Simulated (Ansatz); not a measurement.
The Te1–H2 bond of CH4Te (SMILES C[TeH]) is stretched (multiplicity 1, the rest rigid).
Geometry at rest (charge 0, multiplicity 1):
```xyz
6

Te     0.012     0.235     0.232
H     -0.343     1.365    -0.936
C     -0.031    -1.419    -1.166
H      0.732    -1.275    -1.925
H     -1.018    -1.498    -1.609
H      0.188    -2.312    -0.585
```

Cores are frozen in the correlated methods. Filled d and f shells under p-block atoms count as core.

Run with Ansatz (an electronic-structure program).  In def2 rows elements past Kr take small-core potentials, without spin–orbit coupling.

FIC-MRCISD+Q on CASSCF(2,2)/def2-TZVPP, total energies (hartree):

```csv
R (Å),CASSCF,MRCISD,weight c² of the reference
1.663,-307.219487,-307.527091,0.89083
2.911,-307.135127,-307.432756,0.89118
5.322,-307.119288,-307.414556,0.89203
```

**Question.** Add the Davidson correction (E_MRCISD − E_CASSCF)(1 − c²)/c² and give the energies above the first point at the three levels.

**Answer.** 
Corrections (hartree): -0.037696, -0.036342, -0.035737. Above the first point (kcal/mol):
- R = 2.911 Å: CASSCF 52.9, MRCISD 59.2, with the correction 60.0
- R = 5.322 Å: CASSCF 62.9, MRCISD 70.6, with the correction 71.8
